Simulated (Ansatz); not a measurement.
```yaml
atoms:
  - { symbol: P, position_ang: [-0.0183, -0.0445, -0.4874] }
  - { symbol: N, position_ang: [-0.0451, 0.0187, 1.0041] }
```

Basis set: 6-31G (spherical functions). Correlated methods keep 6 orbitals frozen. Charge 0, multiplicity 1.

Computed with Ansatz (development build ahead of 0.2.0); each method stands on the lowest determinant of its kind that the runs found. Restricted open shells among the atoms or ions are ROHF, correlated in semicanonical orbitals with singles.

The atomization energy at this shape (free ground-state atoms in the same class of orbitals less the molecule, no zero-point energy) of singlet PN:

```tsv
method	atomization energy
RHF	-18.49 kcal/mol
```

Task: What does RHF-MP2 give?

Result: 93.60 kcal/mol. Caution: in another basis set an unrestricted determinant lies well below.

This basis has no polarisation functions and is too small for such energies, which can lie far from measured ones in either direction.
